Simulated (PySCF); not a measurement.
PySCF 2.14 output of an unrestricted BHandHLYP calculation on a single atom or ion in aug-cc-pwCVTZ, with the non-relativistic Hamiltonian (point nucleus):

```
SCF conv_tol = 1e-09
number electrons alpha = 3  beta = 1
    A. D. Becke.,  J. Chem. Phys. 98, 1372 (1993)
    Defined through Gaussian implementation.
cycle= 1 E= -24.1881161008249  delta_E= -0.00194  |g|= 0.00824  |ddm|= 0.134
cycle= 2 E= -24.1881530941292  delta_E= -3.7e-05  |g|= 0.00119  |ddm|= 0.0223
cycle= 3 E= -24.188154274819  delta_E= -1.18e-06  |g|= 7.66e-05  |ddm|= 0.00407
cycle= 4 E= -24.1881542808375  delta_E= -6.02e-09  |g|= 4.3e-06  |ddm|= 0.00022
cycle= 5 E= -24.1881542808505  delta_E= -1.3e-11  |g|= 2.2e-07  |ddm|= 1.31e-05
converged SCF energy = -24.1881542808505  <S^2> = 2.0000134  2S+1 = 3.0000089
```

The run itself started from symmetry-adapted Hartree-Fock orbitals and held the occupation by maximum overlap, on a logarithmic radial grid, so the iterations belong to that start.

Problem. Which element, charge and spin multiplicity is this?

Solution. B+ (boron, charge +1), multiplicity 3; the state was [He] 2s1 2p1, high-spin 3P determinant (an excited configuration).
